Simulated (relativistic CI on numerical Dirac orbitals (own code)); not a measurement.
**Sensitivity of the levels of Au XLIII to α and to the nuclear radius**

Method of calculation: Dirac-Coulomb-Breit CI, separate exchange-only KLI orbitals for each configuration, derivatives by finite differences, unscaled Slater integrals, QED left out (own radial code, finite nucleus).

CI space (outside the closed core [Ar] 3d10): 4s2 4p6 4d, 4s2 4p6 4f, 4s2 4p5 4d2, 4s 4p6 4d2, 4s2 4p5 4d 4f, 4s 4p6 4d 4f. Double excitations out of closed p, d and f shells are left out; levels of such configurations are missing from the list, as are those of other unlisted configurations, and high levels can miss mixing partners.

With x = (α/α₀)² − 1 an excitation energy changes as ω = ω₀ + qx; K = 2q/ω₀ is the relative enhancement. Terms are leading LS components, so labels can repeat. The field-shift factor is F = δν/δ⟨r²⟩ for the transition from the lowest level.

Lowest level 4s2 4p6 4d 2D_3/2.

| Level | ω₀ (cm⁻¹) | q (cm⁻¹) | F (GHz/fm²) |
| --- | --- | --- | --- |
| 4s2 4p6 4d 2D_5/2 | 219349 | 223700 | 7.76 |
| 4s2 4p5 4d2 4D°_3/2 | 1379323 | 70540 | 15.3 |
| 4s2 4p5 4d2 4D°_1/2 | 1383783 | 86320 | 16.2 |
| 4s2 4p5 4d2 4F°_5/2 | 1410484 | 74590 | 15 |
| 4s2 4p5 4d2 2G°_7/2 | 1425130 | 68410 | 13.5 |
| 4s2 4p5 4d2 2P°_3/2 | 1495369 | 84730 | 15.5 |
| 4s2 4p5 4d2 4D°_5/2 | 1573455 | 288200 | 22.1 |
| 4s2 4p5 4d2 4G°_9/2 | 1600512 | 289100 | 20.3 |
| 4s2 4p5 4d2 4D°_7/2 | 1604964 | 294900 | 21.8 |
| 4s2 4p5 4d2 4D°_3/2 | 1624325 | 295600 | 23 |
| 4s2 4p5 4d2 4P°_5/2 | 1628775 | 294300 | 22.7 |
| 4s2 4p5 4d2 2H°_11/2 | 1639357 | 294300 | 20.5 |
| 4s2 4p5 4d2 2G°_7/2 | 1647728 | 288800 | 22.6 |

At this charge energies of transitions that change n are usually good to better than 1 %, and those within a shell (Δn = 0) to a few per cent.

Which transition from the lowest level has the largest |K|?

4s2 4p6 4d 2D_5/2 at 219349 cm⁻¹, K = 2.04.
